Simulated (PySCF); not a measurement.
ECD: `C#C[C@@H]1NC[C@@H]1CC#N`, C7H8N2

Geometry (Å), atoms numbered from 1 in this order:
```xyz
17

C     2.262   -1.026    1.721
C     1.780   -0.459    0.782
C     1.174    0.214   -0.344
N     0.693    1.574   -0.062
C    -0.546    1.336   -0.800
C    -0.279   -0.176   -0.722
C    -1.032   -0.873    0.408
C    -2.431   -0.989    0.088
N    -3.538   -1.072   -0.185
H     2.699   -1.517    2.538
H     1.849    0.141   -1.211
H     1.280    2.342   -0.364
H    -1.434    1.702   -0.279
H    -0.554    1.712   -1.830
H    -0.387   -0.729   -1.656
H    -0.622   -1.873    0.576
H    -0.922   -0.294    1.329
```

Computed, not measured: PySCF 2.14.0, TDDFT B3LYP/def2-SVPD circular dichroism and optical rotation, one conformer, gas phase. Geometry: GFN2-xTB.

The molecule is flexible and this is one conformer; a measurement averages over conformers. States above about 7.0 eV lie in this functional's continuum (it starts at minus the energy of the highest occupied orbital, well below the true ionisation energy for most functionals) and depend on the basis.

(1) What are the CIP labels of the stereocentres?

(2) Which excitations and rotatory strengths does the calculation give?

Results:

(1) C3 R, C6 S.

(2) Rotatory strengths R in 10⁻⁴⁰ esu² cm², velocity form and length form (origin at the centre of mass); f in length form.
```csv
state,E (eV),λ (nm),f,R (velocity),R (length),main
1,5.78,214,0.0006,+7.1,+6.9,HOMO→LUMO 0.97
2,6.01,206,0.011,+4.8,+4.5,HOMO→LUMO+1 0.96
3,6.35,195,0.001,+0.7,+1.0,"HOMO−1→LUMO 0.72, HOMO−1→LUMO+1 0.08"
4,6.54,190,0.001,+1.6,+1.7,HOMO→LUMO+2 0.83
5,6.66,186,0.005,+2.1,+1.9,"HOMO−2→LUMO 0.33, HOMO−1→LUMO+1 0.15"
6,6.75,184,0.007,-9.4,-9.6,HOMO→LUMO+3 0.87
7,6.80,182,0.003,-3.2,-3.0,"HOMO−2→LUMO+1 0.42, HOMO−2→LUMO+2 0.26"
8,6.98,178,0.005,-2.7,-3.2,"HOMO→LUMO+4 0.54, HOMO→LUMO+5 0.33"
```

Among the states computed, the strongest CD band (largest |R|) is state 6. The largest dissymmetry factor in size, g = 4R/(D+G), with D and G the electric and magnetic dipole strengths, is +0.083 for state 1 (velocity form, f = 0.0008), among bands with |R| over 0.5. The mirror image has the same energies and oscillator strengths and all R with the opposite sign.
